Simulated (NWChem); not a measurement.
System: TaN2H4OF; SMILES [NH2][Ta]([NH2])(=[O])[F]

NWChem input:

```
start job
memory heap 200 mb stack 900 mb global 1100 mb
geometry units angstroms noautoz
  Ta     0.020826    -0.000210     0.041161
  O     -0.502933     0.005678     1.677570
  F      1.917795    -0.019922    -0.134282
  N     -0.759720    -1.629009    -0.768380
  H     -0.696305    -1.894595    -1.748583
  H     -1.354158    -2.291561    -0.277190
  N     -0.725784     1.643966    -0.769301
  H     -1.306371     2.318971    -0.278501
  H     -0.656846     1.907636    -1.749648
end
basis spherical
  * library def2-svp
end
ecp
  Ta library def2-ecp
end
dft
  xc becke88 perdew86
  iterations 150
  mulliken
end
task dft energy
```

NWChem printed, in part:

```
             Northwest Computational Chemistry Package (NWChem) 7.3.0
             --------------------------------------------------------

 CS  symmetry detected

                             Geometry "geometry" -> ""
                             -------------------------

 Output coordinates in angstroms (scale by  1.889725989 to convert to a.u.)

  No.       Tag          Charge          X              Y              Z
 ---- ---------------- ---------- -------------- -------------- --------------
    1 Ta                  73.0000     0.03695719    -0.01867678     0.00000000
    2 O                    8.0000     1.68739381     0.45907997     0.00000000
    3 F                    9.0000    -0.19154682    -1.91009042     0.00000000
    4 N                    7.0000    -0.75134059     0.76732539    -1.63657540
    5 H                    1.0000    -1.73308465     0.72862228    -1.90121779
    6 H                    1.0000    -0.24408323     1.34088944    -2.30538974
    7 N                    7.0000    -0.75134059     0.76732539     1.63657540
    8 H                    1.0000    -0.24408323     1.34088944     2.30538974
    9 H                    1.0000    -1.73308465     0.72862228     1.90121779

 Effective nuclear repulsion energy (a.u.)     783.8447988339

      Symmetry information
      --------------------

 Group name             Cs
 Group number              2
 Group order               2
 No. of unique centers     6

 Summary of "ao basis" -> "ao basis" (spherical)
 ------------------------------------------------------------------------------
       Tag                 Description            Shells   Functions and Types
 ---------------- ------------------------------  ------  ---------------------
 Ta                         def2-svp                12       32   6s3p2d1f
 O                          def2-svp                 6       14   3s2p1d
 F                          def2-svp                 6       14   3s2p1d
 N                          def2-svp                 6       14   3s2p1d
 H                          def2-svp                 3        5   2s1p

      Symmetry analysis of basis
      --------------------------

        a'         66
        a"         42

            General Information
            -------------------
          SCF calculation type: DFT
          Wavefunction type:  closed shell.
          No. of atoms     :     9
          No. of electrons :    48
           Alpha electrons :    24
            Beta electrons :    24
          Charge           :     0
          Spin multiplicity:     1
          Use of symmetry is: on ; symmetry adaption is: on
          Maximum number of iterations: 150
          AO basis - number of functions:   108
                     number of shells:    48
          Convergence on energy requested:  1.00D-06
          Convergence on density requested:  1.00D-05
          Convergence on gradient requested:  5.00D-04

              XC Information
              --------------
                    Becke 1988 Exchange Functional  1.000
                Perdew 1981 Correlation Functional  1.000 local
                Perdew 1986 Correlation Functional  1.000 non-local

             Grid Information
             ----------------
          Grid used for XC integration:  medium
          Radial quadrature: Mura-Knowles
          Angular quadrature: Lebedev.
          Tag              B.-S. Rad. Rad. Pts. Rad. Cut. Ang. Pts.
          ---              ---------- --------- --------- ---------
          Ta                  1.45      123           9.0       590
          O                   0.60       49          10.0       434
          F                   0.50       49          10.0       434
          N                   0.65       49          11.0       434
          H                   0.35       45          12.0       434
          Grid pruning is: on
          Number of quadrature shells:   360
          Spatial weights used:  Erf1

      Superposition of Atomic Density Guess
      -------------------------------------

 Sum of atomic energies:        -346.38779933

      Non-variational initial energy
      ------------------------------

 Total energy =    -341.415568
 1-e energy   =    -911.253052
 2-e energy   =     355.484446
 HOMO         =      -0.353786
 LUMO         =      -0.020874

      Symmetry analysis of molecular orbitals - initial
      -------------------------------------------------

  Numbering of irreducible representations:

     1 a'          2 a"

  Orbital symmetries:

     1 a'          2 a'          3 a'          4 a"          5 a'
     6 a'          7 a'          8 a"          9 a'         10 a'
    11 a"         12 a'         13 a'         14 a"         15 a'
    16 a'         17 a"         18 a'         19 a"         20 a'
    21 a'         22 a"         23 a'         24 a"         25 a'
    26 a"         27 a'         28 a'         29 a"         30 a"
    31 a'         32 a'         33 a'         34 a"

     ---------------------------------------------
      Total Density - Mulliken Population Analysis
     ---------------------------------------------

    Atom       Charge   Shell Charges
 -----------   ------   -------------------------------------------------------
    1 Ta  13    10.39   0.04 -0.32  1.78  0.54  0.31  0.06  5.48  0.58  0.14  1.37  0.25  0.15
    2 O    8     9.15   1.99  1.16  0.73  3.25  2.00  0.01
    3 F    9     9.67   1.99  1.15  0.80  3.56  2.16  0.00
    4 N    7     7.92   1.99  1.04  0.50  2.62  1.77  0.00
    5 H    1     0.74   0.58  0.11  0.04
    6 H    1     0.74   0.58  0.11  0.04
    7 N    7     7.92   1.99  1.04  0.50  2.62  1.77  0.00
    8 H    1     0.74   0.58  0.11  0.04
    9 H    1     0.74   0.58  0.11  0.04

   convergence    iter        energy       DeltaE   RMS-Dens  Diis-err
 ---------------- ----- ----------------- --------- --------- ---------
 d= 0,ls=0.0,diis     1   -343.7012365366 -5.58D+02  4.63D-02  3.14D+00
 d= 0,ls=0.0,diis     2   -336.6310220988  7.07D+00  3.89D-02  5.16D+01
 d= 0,ls=0.0,diis     3   -343.9799220539 -7.35D+00  8.93D-03  1.28D+00
 d= 0,ls=0.0,diis     4   -344.0286721583 -4.88D-02  3.86D-03  8.38D-01
 d= 0,ls=0.0,diis     5   -344.1072299254 -7.86D-02  1.09D-03  2.56D-02
  Resetting Diis
 d= 0,ls=0.0,diis     6   -344.1088059943 -1.58D-03  4.61D-04  1.67D-02
 d= 0,ls=0.0,diis     7   -344.1103917548 -1.59D-03  7.97D-04  1.29D-03
 d= 0,ls=0.0,diis     8   -344.1083906281  2.00D-03  6.40D-04  2.09D-02
 d= 0,ls=0.0,diis     9   -344.1105203357 -2.13D-03  4.94D-05  5.33D-05
 d= 0,ls=0.0,diis    10   -344.1105254788 -5.14D-06  1.09D-05  1.23D-06
 d= 0,ls=0.0,diis    11   -344.1105257549 -2.76D-07  3.36D-06  3.43D-07

         Total DFT energy =     -344.110525754899
      One electron energy =     -916.878092922287
           Coulomb energy =      399.640956478113
    Exchange-Corr. energy =      -41.226427388298
 Nuclear repulsion energy =      214.353038077573

 Numeric. integr. density =       48.000018541756

                  Occupations of the irreducible representations
                  ----------------------------------------------

                     irrep           alpha         beta
                     --------     --------     --------
                     a'               16.0         16.0
                     a"                8.0          8.0

                       DFT Final Molecular Orbital Analysis
                       ------------------------------------

 Vector   22  Occ=2.000000D+00  E=-2.802125D-01  Symmetry=a'
              MO Center=  1.1D+00,  1.3D-02,  1.5D-13, r^2= 2.3D+00
   Bfn.  Coefficient  Atom+Function         Bfn.  Coefficient  Atom+Function
  ----- ------------  ---------------      ----- ------------  ---------------
    37     -0.371852  2 O  py                36      0.365096  2 O  px
    16     -0.286596  1 Ta d -2              40     -0.257122  2 O  py
    50      0.251423  3 F  px                39      0.227659  2 O  px
    53     -0.180869  3 F  px                51     -0.128221  3 F  py
     8      0.103832  1 Ta py                54      0.096930  3 F  py

 Vector   23  Occ=2.000000D+00  E=-2.588055D-01  Symmetry=a'
              MO Center= -4.7D-01,  6.5D-01,  1.2D-14, r^2= 3.7D+00
   Bfn.  Coefficient  Atom+Function         Bfn.  Coefficient  Atom+Function
  ----- ------------  ---------------      ----- ------------  ---------------
    65      0.262499  4 N  py                89      0.262499  7 N  py
    66      0.226132  4 N  pz                90     -0.226132  7 N  pz
    68     -0.197484  4 N  py                92     -0.197484  7 N  py
    69     -0.191606  4 N  pz                93      0.191606  7 N  pz
     8      0.171219  1 Ta py                18      0.167487  1 Ta d  0

 Vector   24  Occ=2.000000D+00  E=-2.335223D-01  Symmetry=a"
              MO Center= -6.6D-01,  5.9D-01, -2.6D-13, r^2= 3.7D+00
   Bfn.  Coefficient  Atom+Function         Bfn.  Coefficient  Atom+Function
  ----- ------------  ---------------      ----- ------------  ---------------
    65      0.344747  4 N  py                89     -0.344747  7 N  py
    68     -0.289035  4 N  py                92      0.289035  7 N  py
    66      0.182034  4 N  pz                90      0.182034  7 N  pz
    69     -0.147096  4 N  pz                93     -0.147096  7 N  pz
    17      0.144201  1 Ta d -1              52     -0.122171  3 F  pz

[...]
```

Level: BP86/def2-SVP with def2 effective core potentials on Ta. The geometry was optimised at PBE0/def2-SVP. Not confirmed as a minimum by frequencies. def2 effective core potentials on Ta; no spin-orbit coupling.
